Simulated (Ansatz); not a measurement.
`NCN[SiH3]` and `NC(S)N[SiH3]` differ in one atom or group.

Ansatz, PBE0-D4/def2-TZVP geometries, multiplicity 1. Each molecule was computed in one conformer, which needn't be the lowest.

```
                                        property  `NCN[SiH3]`
size of the dipole moment (B3LYP/def2-TZVPP) / D         1.27
             HOMO energy (B3LYP/def2-TZVPP) / eV        -6.58
         HOMO–LUMO gap (ωB97M-V/def2-TZVPP) / eV        11.23
             HOMO–LUMO gap (PBE/def2-TZVPP) / eV         5.14
             LUMO energy (B3LYP/def2-TZVPP) / eV         0.30
            HOMO–LUMO gap (PBE0/def2-TZVPP) / eV         7.34
```

(1) Give the same properties after the change, and the shifts. (An estimate is asked.)

## Answers

(1) Ansatz gave: 
```tsv
property	`NC(S)N[SiH3]`	shift
size of the dipole moment (B3LYP/def2-TZVPP) / D	1.63	0.36
HOMO energy (B3LYP/def2-TZVPP) / eV	-6.53	0.05
HOMO–LUMO gap (ωB97M-V/def2-TZVPP) / eV	10.92	-0.31
HOMO–LUMO gap (PBE/def2-TZVPP) / eV	4.84	-0.30
LUMO energy (B3LYP/def2-TZVPP) / eV	-0.02	-0.32
HOMO–LUMO gap (PBE0/def2-TZVPP) / eV	7.00	-0.34
```

Dipoles are sizes alone; their direction can turn.

B3LYP here is the variant with VWN-RPA as its local correlation; programs differ in this.
